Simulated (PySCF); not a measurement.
Ge(H)(F)2(vinyl) (C2H4F2Ge), SMILES [F][GeH]([CH]=C)[F].

The structure is a stationary point at ωB97X-D3(BJ)/def2-SVP. Other conformers were not sampled.

The numbers are results of TDDFT-ωB97X/def2-SVPD run with PySCF, not measurements.

Vertical excitations. 

Computed excitation energies, oscillator strengths and character:
| state | energy (eV) | λ (nm) | f | main pairs |
|---|---|---|---|---|
| S1 | 6.86 | 181 | 0.007 | HOMO−1→LUMO 88 % |
| S2 | 7.35 | 169 | 0.385 | HOMO→LUMO 94 % |
| S3 | 8.22 | 151 | 0.030 | HOMO→LUMO+1 84 % |
| S4 | 8.55 | 145 | 0.017 | HOMO−1→LUMO+1 74 % |
| S5 | 8.70 | 143 | 0.001 | HOMO−2→LUMO 36 %, HOMO−5→LUMO 21 %, HOMO−6→LUMO 9 % |
| S6 | 8.94 | 139 | 0.050 | HOMO→LUMO+2 62 %, HOMO→LUMO+3 12 % |
| S7 | 9.20 | 135 | 0.045 | HOMO→LUMO+3 63 % |
| S8 | 9.35 | 133 | 0.036 | HOMO−1→LUMO+3 29 %, HOMO−6→LUMO 14 %, HOMO→LUMO+6 12 %, HOMO−1→LUMO+4 7 % |
| S9 | 9.68 | 128 | 0.101 | HOMO−1→LUMO+4 14 %, HOMO→LUMO+5 12 %, HOMO−1→LUMO+2 12 %, HOMO−2→LUMO 11 % |
| S10 | 9.72 | 128 | 0.034 | HOMO−1→LUMO+2 53 % |
| T1 | 4.36 | 285 | 0 | HOMO→LUMO 88 % |
| T2 | 6.37 | 195 | 0 | HOMO−1→LUMO 88 % |
| T3 | 8.07 | 154 | 0 | HOMO→LUMO+1 49 %, HOMO−1→LUMO+1 30 % |
| T4 | 8.23 | 151 | 0 | HOMO−2→LUMO 22 %, HOMO→LUMO+1 20 %, HOMO−5→LUMO 17 %, HOMO−6→LUMO 8 % |
Triplets are in the Tamm–Dancoff approximation, which puts them higher than full response would, so one can lie above its singlet here.
